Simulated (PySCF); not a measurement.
PySCF input for H₄PSi, SMILES [SiH2]P, multiplicity 2, TDA-CAM-B3LYP/def2-TZVPD. Coordinates come from a PBE0-D3(BJ)/def2-TZVP optimisation. The isomer is the one that the SMILES or the coordinates give; other isomers of the formula were not compared.

```python
import numpy as np
from pyscf import gto, scf, dft, tdscf

mol = gto.M(
    atom='''
    Si   -1.12959407    0.11170119   -0.00000000
    P     1.09996254   -0.13636340    0.00000000
    H    -1.68453240   -0.55675749    1.21277462
    H    -1.68453240   -0.55675749   -1.21277461
    H     1.34197181    0.79757466    1.04121011
    H     1.34197180    0.79757466   -1.04121011
    ''',
    basis='def2-TZVPD',
    charge=0,
    spin=1,
    max_memory=1600,
    verbose=4,
)
mf = dft.UKS(mol, xc='cam-b3lyp').density_fit(auxbasis='def2-universal-jkfit')
mf.grids.level = 3
mf.conv_tol = 1e-9
mf.max_cycle = 100
mf.kernel()
fine, coarse = mf.grids, dft.Grids(mol).set(level=1).build(with_non0tab=True)
for _ in range(3):  # follow internal instabilities
    mf.grids = coarse
    mo, _, stable, _ = mf.stability(return_status=True, nroots=4)
    mf.grids = fine
    if stable:
        break
    mf.kernel(mf.make_rdm1(mo, mf.mo_occ))
mf.grids = dft.Grids(mol).set(level=1).build(with_non0tab=True)  # coarser grid for the response kernel
td = tdscf.TDA(mf)
td.nstates = 10
td.conv_tol = 1e-4
td.positive_eig_threshold = 1e-6
td.kernel(x0=td.get_init_guess(mf, 15))
td.analyze()
```

Output:

```
PySCF version 2.14.0

[INPUT] verbose = 4
[INPUT] num. atoms = 6
[INPUT] num. electrons = 33
[INPUT] charge = 0
[INPUT] spin (= nelec alpha-beta = 2S) = 1
[INPUT] symmetry False subgroup None
[INPUT] Mole.unit = angstrom
[INPUT] Symbol           X                Y                Z      unit          X                Y                Z       unit  Magmom
[INPUT]  1 Si    -1.129594070000   0.111701190000   0.000000000000 AA   -2.134623424233   0.211084656888   0.000000000000 Bohr   0.0
[INPUT]  2 P      1.099962540000  -0.136363400000   0.000000000000 AA    2.078627947881  -0.257689479415   0.000000000000 Bohr   0.0
[INPUT]  3 H     -1.684532400000  -0.556757490000   1.212774620000 AA   -3.183304883956  -1.052119173900   2.291811882623 Bohr   0.0
[INPUT]  4 H     -1.684532400000  -0.556757490000  -1.212774610000 AA   -3.183304883956  -1.052119173900  -2.291811863726 Bohr   0.0
[INPUT]  5 H      1.341971810000   0.797574660000   1.041210110000 AA    2.535959187787   1.507197671293   1.967601946028 Bohr   0.0
[INPUT]  6 H      1.341971800000   0.797574660000  -1.041210110000 AA    2.535959168890   1.507197671293  -1.967601946028 Bohr   0.0

nuclear repulsion = 82.2380890539909
number of shells = 50
number of NR pGTOs = 182
number of NR cGTOs = 122
basis = def2-TZVPD
ecp = {}


[settings echo left out]
init E= -633.022964457679
  alpha nocc = 17  HOMO = -0.158644058269958  LUMO = 0.00507197731890083
  beta  nocc = 16  HOMO = -0.315190024884943  LUMO = -0.158644058269958

WARN: HOMO -0.158644058269958 >= LUMO -0.158644058269958

cycle= 1 E= -633.212318985971  delta_E= -0.189  |g|= 0.118  |ddm|=  1.2
  alpha nocc = 17  HOMO = -0.263756729268678  LUMO = 0.023108190652403
  beta  nocc = 16  HOMO = -0.332743486673772  LUMO = -0.0811809563355652
  HOMO = -0.263756729269  LUMO = -0.0811809563356  gap/eV = 4.96814
cycle= 2 E= -633.221520283251  delta_E= -0.0092  |g|= 0.0583  |ddm|= 0.18
  alpha nocc = 17  HOMO = -0.257389808943453  LUMO = 0.0255603320031598
  beta  nocc = 16  HOMO = -0.33531064703905  LUMO = -0.0666873691924579
  HOMO = -0.257389808943  LUMO = -0.0666873691925  gap/eV = 5.18928
cycle= 3 E= -633.223493242429  delta_E= -0.00197  |g|= 0.0194  |ddm|= 0.0733
  alpha nocc = 17  HOMO = -0.261296119148826  LUMO = 0.0262744646834874
  beta  nocc = 16  HOMO = -0.333523480511365  LUMO = -0.0660897514915622
  HOMO = -0.261296119149  LUMO = -0.0660897514916  gap/eV = 5.31184
cycle= 4 E= -633.223868360773  delta_E= -0.000375  |g|= 0.00637  |ddm|= 0.0349
  alpha nocc = 17  HOMO = -0.262400433935762  LUMO = 0.0261661761634552
  beta  nocc = 16  HOMO = -0.334948799232706  LUMO = -0.0646203095520779
  HOMO = -0.262400433936  LUMO = -0.0646203095521  gap/eV = 5.38187
cycle= 5 E= -633.223931373216  delta_E= -6.3e-05  |g|= 0.00183  |ddm|= 0.0167
  alpha nocc = 17  HOMO = -0.262590025007158  LUMO = 0.0262128523072488
  beta  nocc = 16  HOMO = -0.334886321478738  LUMO = -0.0642767640347195
  HOMO = -0.262590025007  LUMO = -0.0642767640347  gap/eV = 5.39638
cycle= 6 E= -633.223940395033  delta_E= -9.02e-06  |g|= 0.000616  |ddm|= 0.0059
  alpha nocc = 17  HOMO = -0.262706505691821  LUMO = 0.0261873027747485
  beta  nocc = 16  HOMO = -0.335128088265559  LUMO = -0.064260233515375
  HOMO = -0.262706505692  LUMO = -0.0642602335154  gap/eV = 5.40000
cycle= 7 E= -633.223941827597  delta_E= -1.43e-06  |g|= 0.000275  |ddm|= 0.00225
  alpha nocc = 17  HOMO = -0.262674851604483  LUMO = 0.0262075900557363
  beta  nocc = 16  HOMO = -0.335108630582326  LUMO = -0.0642262227644466
  HOMO = -0.262674851604  LUMO = -0.0642262227644  gap/eV = 5.40006
cycle= 8 E= -633.223942086424  delta_E= -2.59e-07  |g|= 0.000123  |ddm|= 0.000897
  alpha nocc = 17  HOMO = -0.262682874380953  LUMO = 0.0262026128422293
  beta  nocc = 16  HOMO = -0.335135952729141  LUMO = -0.0642434853499765
  HOMO = -0.262682874381  LUMO = -0.06424348535  gap/eV = 5.39981
cycle= 9 E= -633.223942133704  delta_E= -4.73e-08  |g|= 4.12e-05  |ddm|= 0.000412
  alpha nocc = 17  HOMO = -0.262678366195885  LUMO = 0.026201788153993
  beta  nocc = 16  HOMO = -0.33513521157532  LUMO = -0.0642433714991935
  HOMO = -0.262678366196  LUMO = -0.0642433714992  gap/eV = 5.39969
cycle= 10 E= -633.223942139021  delta_E= -5.32e-09  |g|= 1.58e-05  |ddm|= 0.000134
  alpha nocc = 17  HOMO = -0.262678910604928  LUMO = 0.0262022058866653
  beta  nocc = 16  HOMO = -0.335133860970746  LUMO = -0.0642439169955722
  HOMO = -0.262678910605  LUMO = -0.0642439169956  gap/eV = 5.39969
cycle= 11 E= -633.223942139777  delta_E= -7.56e-10  |g|= 6.39e-06  |ddm|= 4.98e-05
  alpha nocc = 17  HOMO = -0.262679091427799  LUMO = 0.0262019400202086
  beta  nocc = 16  HOMO = -0.335132939652002  LUMO = -0.0642438379379549
  HOMO = -0.262679091428  LUMO = -0.064243837938  gap/eV = 5.39970
Extra cycle  E= -633.223942139853  delta_E= -7.59e-11  |g|= 3.6e-06  |ddm|= 1.14e-05
converged SCF energy = -633.223942139853  <S^2> = 0.75472991  2S+1 = 2.0047243
tot grids = 22712
uhf_internal: lowest eigs of H = [0.25024519 0.32487462 0.32549094 0.34426059]
<class 'pyscf.df.df_jk.DFUKS'> wavefunction is stable in the internal stability analysis
tot grids = 22712
Overwritten attributes  positive_eig_threshold  of <class 'pyscf.tdscf.uks.TDA'>


******** <class 'pyscf.tdscf.uks.TDA'> for <class 'pyscf.df.df_jk.DFUKS'> ********
nstates = 10
deg_eia_thresh = 1.000e-03
wfnsym = None
conv_tol = 0.0001
eigh lindep = 1e-12
eigh level_shift = 0
eigh max_cycle = 100


Excitation energies (eV)
[3.87450213 4.5882559  4.78503134 4.79262085 5.18495564 5.18801796
 5.2809393  5.71464462 6.16297237 6.18796602]

** Excitation energies and oscillator strengths **
Excited State   1:      3.87450 eV    320.00 nm  f=0.0416
      17a ->   19a      0.13269
      15b ->   17b      0.19934
      16b ->   17b     -0.93676
Excited State   2:      4.58826 eV    270.22 nm  f=0.0599
      17a ->   18a     -0.73008
      17a ->   19a      0.56175
      17a ->   22a      0.19258
      17a ->   23a     -0.13661
      17a ->   24a      0.10502
      17a ->   26a      0.10921
      15b ->   17b     -0.17555
Excited State   3:      4.78503 eV    259.11 nm  f=0.0389
      17a ->   18a     -0.61948
      17a ->   19a     -0.71317
      17a ->   23a      0.11626
      15b ->   17b      0.18830
Excited State   4:      4.79262 eV    258.70 nm  f=0.0036
      16a ->   20a      0.18004
      17a ->   20a     -0.89017
      17a ->   21a      0.35174
      16b ->   20b     -0.14775
Excited State   5:      5.18496 eV    239.12 nm  f=0.0176
      17a ->   20a      0.21150
      17a ->   21a      0.60030
      14b ->   17b     -0.72799
      16b ->   20b      0.10566
Excited State   6:      5.18802 eV    238.98 nm  f=0.0282
      17a ->   19a     -0.25143
      17a ->   22a      0.11103
      15b ->   17b     -0.91662
      16b ->   17b     -0.19602
Excited State   7:      5.28094 eV    234.78 nm  f=0.0084
      17a ->   20a      0.22184
      17a ->   21a      0.67283
      14b ->   17b      0.65193
      16b ->   20b      0.13297
Excited State   8:      5.71464 eV    216.96 nm  f=0.0319
      16a ->   18a      0.17914
      17a ->   18a     -0.16379
      17a ->   22a     -0.91192
      17a ->   23a      0.10214
      15b ->   17b     -0.13942
Excited State   9:      6.16297 eV    201.18 nm  f=0.0000
      15a ->   20a      0.16647
      16a ->   20a      0.29493
      17a ->   20a      0.27353
      17a ->   21a      0.12714
      17a ->   29a     -0.12171
      15b ->   20b     -0.11992
      16b ->   20b     -0.83703
      16b ->   34b      0.11505
Excited State  10:      6.18797 eV    200.36 nm  f=0.0347
      16a ->   18a      0.17926
      16a ->   19a      0.22330
      17a ->   19a      0.17915
      17a ->   22a      0.20131
      17a ->   23a      0.76325
      16b ->   18b     -0.31965
      16b ->   19b      0.20243
      16b ->   23b      0.18343

** Transition electric dipole moments (AU) **
state          X           Y           Z        Dip. S.      Osc.
  1         0.6505     -0.1250     -0.0000      0.4387      0.0416
  2        -0.7293      0.0269      0.0000      0.5327      0.0599
  3         0.4576     -0.3494      0.0000      0.3315      0.0389
  4        -0.0000      0.0000      0.1760      0.0310      0.0036
  5         0.0000     -0.0000      0.3725      0.1388      0.0176
  6         0.4013     -0.2462     -0.0000      0.2217      0.0282
  7         0.0000     -0.0000      0.2555      0.0653      0.0084
  8         0.4425     -0.1780      0.0000      0.2275      0.0319
  9        -0.0000     -0.0000     -0.0063      0.0000      0.0000
 10         0.2239      0.4228     -0.0000      0.2289      0.0347

** Transition velocity dipole moments (imaginary part, AU) **
state          X           Y           Z        Dip. S.      Osc.
  1         0.0203      0.0340     -0.0000      0.0016      0.0073
  2        -0.0823      0.0266      0.0000      0.0075      0.0296
  3         0.0467     -0.0720      0.0000      0.0074      0.0279
  4        -0.0000      0.0000      0.0022      0.0000      0.0000
  5         0.0000     -0.0000      0.0428      0.0018      0.0064
  6         0.0261     -0.0519     -0.0000      0.0034      0.0118
  7         0.0000     -0.0000      0.0284      0.0008      0.0028
  8         0.0370      0.0041      0.0000      0.0014      0.0044
  9         0.0000     -0.0000      0.0167      0.0003      0.0008
 10         0.0116      0.0932     -0.0000      0.0088      0.0258

** Transition magnetic dipole moments (imaginary part, AU) **
state          X           Y           Z
  1         0.0000      0.0000      0.5257
  2        -0.0000      0.0000     -0.8463
  3        -0.0000      0.0000     -0.4119
  4         0.0484      0.2783      0.0000
  5        -1.0129     -0.6617     -0.0000
  6         0.0000      0.0000     -0.6741
  7         0.0522     -0.3383     -0.0000
  8        -0.0000     -0.0000     -0.1950
  9        -0.3699     -0.3734     -0.0000
 10        -0.0000     -0.0000      0.4943
```

The calculation finished and met its thresholds.

Cost: about 2.3 core-minutes (a rough figure).
